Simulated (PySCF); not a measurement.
## Cd⁺ (cadmium, charge +1): UHF calculation

Configuration: [Kr] 4d10 5s1, 2S determinant. All numbers are calculated (PySCF 2.14, a scalar-relativistic core potential, in def2-SVP with the def2 core potential (28 electrons) (5s3p2d1f, 31 functions)).

```
Total energy             : -166.576992 hartree
One-electron energy      : -291.1251 hartree
Hartree (Coulomb) energy : 138.9913 hartree
Exchange energy          : -14.4432 hartree
⟨S²⟩                     : 0.7512
⟨L²⟩                     : 0.000
Sum of ⟨r⟩               : 23.11 bohr
Sum of ⟨r²⟩              : 35.92 bohr²
Time after the integrals : 0.07 s of wall time on 1 thread of Neoverse-V1 (shared host)
```

```csv
shell,electrons,mean orbital energy (hartree),"rms radius, mean of both spins (bohr)"
4s α,1,-5.11954,0.947
4s β,1,-5.11221,0.947
4p α,3,-3.47990,1.04
4p β,3,-3.47920,1.04
4d α,5,-1.03732,1.37
4d β,5,-1.03107,1.37
5s α,1,-0.57787,2.97
```

Energies and moments cover only the electrons outside the core potential.
